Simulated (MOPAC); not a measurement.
MOPAC input (PM7):

```
PM7 FORCE THERMO(298,298) PRECISE LET GEO-OK AUX(PRECISION=9) THREADS=1
CdS

Cd    0.00000000 1    0.00000000 1   -0.43545658 1
S     0.00000000 1    0.00000000 1    1.56974140 1
```

### Question
Which zero-point energy does it print?

### Answer
0.78 kcal/mol, from the harmonic wavenumbers of PM7.
